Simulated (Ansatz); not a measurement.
```yaml
crystal:
  periodic: [false, false, false]
  atoms:
    - {symbol: B, position_ang: [1.298691, -0.559353, 1.753789]}
    - {symbol: N, position_ang: [0.308725, -0.295245, 0.750458]}
    - {symbol: C, position_ang: [-0.131862, -1.072546, -0.365733]}
    - {symbol: C, position_ang: [1.013111, -1.641124, -0.741763]}
    - {symbol: C, position_ang: [-1.124275, -2.034736, 0.167925]}
    - {symbol: Si, position_ang: [0.386755, 1.483167, 0.278127]}
    - {symbol: C, position_ang: [0.920048, 2.150041, -1.297785]}
    - {symbol: C, position_ang: [-1.636564, 2.056137, 0.407093]}
    - {symbol: H, position_ang: [1.612164, 0.309509, 2.576731]}
    - {symbol: H, position_ang: [1.324300, -1.738328, 1.866688]}
    - {symbol: H, position_ang: [-0.516716, -0.489344, -0.945661]}
    - {symbol: H, position_ang: [1.424809, -2.374334, -0.304708]}
    - {symbol: H, position_ang: [1.625324, -0.936152, -1.579222]}
    - {symbol: H, position_ang: [0.579089, -2.636413, -1.805996]}
    - {symbol: H, position_ang: [-1.635326, -2.636528, -0.324057]}
    - {symbol: H, position_ang: [-2.052299, -1.479817, 0.793991]}
    - {symbol: H, position_ang: [-0.747201, -2.581183, 1.010668]}
    - {symbol: H, position_ang: [0.644719, 2.360030, 1.360112]}
    - {symbol: H, position_ang: [0.837547, 3.215758, -1.329616]}
    - {symbol: H, position_ang: [0.423802, 1.581473, -2.025354]}
    - {symbol: H, position_ang: [2.030453, 1.794392, -0.991823]}
    - {symbol: H, position_ang: [-2.192815, 1.493070, -0.385482]}
    - {symbol: H, position_ang: [-2.142796, 1.635035, 1.479900]}
    - {symbol: H, position_ang: [-2.042692, 3.134122, -0.006783]}
basis:
  gaussian: {orbitals: cc-pVDZ}
hamiltonian: {xc: {name: B2GP-PLYP}}
scf: {lower_state_search: light}
relax: {f_tol: 0.0001, max_steps: 1}
```

```sh
$ ansatz run in.yaml --threads 4 --pin off --events-out ev --progress --plain --max-ram 66560MiB --backend cuda --devices 0, --max-vram 37GiB
```

Shortened log:

```
Functional definition: B2GP-PLYP
2109 factors; integrals over basis functions are off by at most 3.7e-4 eV
mean field evaluation 1: about -15446.0317 eV, gradient 5.8e1 eV
mean field evaluation 2: about -15446.2712 eV, gradient 5.8e1 eV
mean field evaluation 4: about -15454.6357 eV, gradient 9.1e0 eV
mean field evaluation 8: about -15454.8263 eV, gradient 5.8e-1 eV
mean field evaluation 16: about -15454.8272 eV, gradient 2.7e-4 eV
mean field -15454.82721524 eV, -567.9544245019 hartree, gradient 4.5e-6 eV, S^2 0.000000; 0 other end points of the search recorded, 0 dependent functions left out
12 core orbitals not correlated: weight in the atoms' cores, before any rotation towards them, 1.000 or more for the frozen orbitals, at most 0.000 for the correlated occupied ones
reference -15454.82737533 eV, -567.9544303851 hartree; 24, 24 occupied and 160, 160 virtual orbitals, 2109 factors
second order -35.23035412 eV of doubles, -0.00000000 eV of singles
relax step   1: F+E_penalty+E_count = -15467.51014272 eV  Δ(F+E_penalty+E_count) = +0.000e0 eV  max|allowed force component| = 1.471e1 eV/Å  Δτ_max = 0.0000 Å  (47 SCF iters, accepted)
Error: geometry relaxation did not converge after 1 steps: max|allowed force component| = 1.47e1 eV/Å (threshold 1.0e-4). Raise `relax.max_steps` over both its present limit and 1, loosen `relax.f_tol`, or start from a geometry closer to equilibrium. Where this run's directory can be resumed (`checkpoint.write`), a resume goes on for up to `relax.max_steps` more
```

(1) What is wrong with this run?

Answers

(1) The relaxation is allowed too few steps for its threshold. The calculation stopped without meeting its thresholds.
